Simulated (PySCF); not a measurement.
**A search over the determinants of SrSb⁺**

Unrestricted PBE0; basis Sr def2-SVPD with ECP28, Sb def2-SVPD with ECP28; scalar-relativistic core potentials; PySCF 2.14. Outer shells of the fragments: Sr+ 5s1; Sb 4d10 5s2 5p3.

Followed along the bond (rough minima from three points):

| 2Ms+1 | unpaired | ⟨S²⟩ at the start | R at minimum (Å) | Te (eV) |
| --- | --- | --- | --- | --- |
| 3 | π ↑↑ | 2.03 | 3.14 | 0.00 |
| 1 | π ↑↓ | 1.01 | 3.13 | 0.30 |
| 1 | none | 0.00 | 3.11 | 1.13 |
| 3 | σ ↑, π ↑ | 2.01 | none in the scan | ≤ 0.84 |
| 1 | σ ↓, π ↑ | 1.02 | none in the scan | ≤ 1.14 |

Solutions found at the starting distance of 3.175 Å, counted from the lowest of them; the search is not exhaustive and high or unbound solutions are not listed, so other states can lie among these:

| 2Ms+1 | unpaired | term | E (eV) | ⟨S²⟩ | ⟨Lz²⟩ | μ (D) |
| --- | --- | --- | --- | --- | --- | --- |
| 3 | π ↑↑ | ³Σ⁻ | 0.00 | 2.03 | 0.00 | -11.10 |
| 1 | π ↑↓ | mixed | 0.31 | 1.01 | 2.01 | -11.27 |
| 3 | σ ↑, π ↑ | ³Π | 0.99 | 2.01 | 1.02 | -12.36 |
| 1 | none | mixed | 1.14 | 0.00 | 2.00 | -11.15 |
| 1 | σ ↓, π ↑ | mixed | 1.27 | 1.02 | 1.01 | -12.23 |
| 5 | σ ↑↑, π ↑↑ | ⁵Σ⁻ | 1.34 | 6.00 | 0.00 | -4.28 |
| 3 | σ ↑↑, π ↑↓ | mixed | 2.01 | 3.01 | 2.01 | -4.21 |
| 1 | σ ↓↓, π ↑↑ | mixed | 2.01 | 2.01 | 0.00 | -4.23 |
| 3 | σ ↑, π ↑ | ³Π | 2.26 | 2.00 | 1.01 | -3.63 |
| 1 | σ ↓, π ↑ | mixed | 2.28 | 1.00 | 1.01 | -3.63 |
| 5 | σ ↑, π ↑↑↑ | ⁵Π | 2.65 | 6.00 | 1.00 | -5.88 |
| 5 | σ ↑, π ↑↑, δ ↑ | ⁵Δ | 2.66 | 6.00 | 4.00 | -5.58 |
| 3 | σ ↑, π ↑↑, δ ↓ | mixed | 2.70 | 3.00 | 4.00 | -5.60 |
| 3 | π ↑, δ ↑ | mixed | 3.66 | 2.00 | 5.00 | -4.93 |

A term symbol is given only where ⟨S²⟩ and ⟨Lz²⟩ are close to those of a pure state; real π, δ and φ orbitals otherwise mix terms. A positive dipole points towards Sb; it is taken about the centre of mass and depends on that origin.

Spin–orbit coupling is left out. Counting both spins, an empty level lies below a filled one in some of these solutions, because spin and occupation are held.
